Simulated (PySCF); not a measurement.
PBE0-D3(BJ)/def2-SVP geometry optimisation, IEF-PCM water with PySCF 2.14 and geomeTRIC: [Mn(H2O)6]2+, charge 2, multiplicity 6. Start (model start, shaken):

```
19

Mn    0.0000    0.0045   -0.0041
O    -0.0134   -0.0068    2.1751
H     0.7759    0.0201    2.7576
H    -0.7843    0.0073    2.7704
O     0.0016   -0.0140   -2.1904
H     0.7854   -0.0202   -2.7719
H    -0.8035   -0.0193   -2.7926
O     2.1865   -0.0190    0.0041
H     2.7673    0.7722   -0.0377
H     2.7569   -0.7757    0.0017
O    -2.2130   -0.0072   -0.0147
H    -2.7771    0.7909   -0.0121
H    -2.7655   -0.7617   -0.0088
O    -0.0017    2.1917    0.0010
H    -0.0184    2.7661    0.7954
H    -0.0232    2.7779   -0.7732
O    -0.0096   -2.1600    0.0114
H    -0.0180   -2.7639    0.7836
H    -0.0028   -2.7548   -0.7760
```

| step | E − E(start) / kcal mol⁻¹ | largest force / Eh bohr⁻¹ |
| --- | --- | --- |
| 0 | 0.00 | 0.03796 |
| 1 | -3.07 | 0.00384 |
| 2 | -3.12 | 0.00088 |
| 3 | -3.13 | 0.00046 |
| 4 | -3.13 | 0.00031 |

The optimisation met its thresholds. End point:

```
19

Mn   -0.0039    0.0059   -0.0054
O    -0.0098   -0.0037    2.1572
H     0.7672    0.0238    2.7308
H    -0.7830    0.0145    2.7361
O    -0.0038   -0.0019   -2.1668
H     0.7706   -0.0068   -2.7444
H    -0.7802   -0.0038   -2.7420
O     2.1568   -0.0034    0.0058
H     2.7348    0.7700   -0.0329
H     2.7312   -0.7803   -0.0015
O    -2.1654   -0.0005   -0.0178
H    -2.7486    0.7699   -0.0130
H    -2.7351   -0.7808   -0.0141
O     0.0043    2.1664    0.0014
H    -0.0112    2.7373    0.7808
H    -0.0169    2.7479   -0.7698
O    -0.0196   -2.1579    0.0025
H    -0.0288   -2.7296    0.7813
H    -0.0154   -2.7389   -0.7694
```

Metal–donor distances, start → end: O2 2.179 → 2.163 Å, O5 2.186 → 2.161 Å, O8 2.187 → 2.161 Å, O11 2.213 → 2.161 Å, O14 2.187 → 2.160 Å, O17 2.165 → 2.164 Å.

No frequencies were computed, so the end point may be a saddle point.

The job took 5.7 min on one thread of Arm Neoverse V1 (shared host), with 175 basis functions and a peak of 1.6 GiB, launched as `OMP_NUM_THREADS=1 python lf_run.py task.json out`.
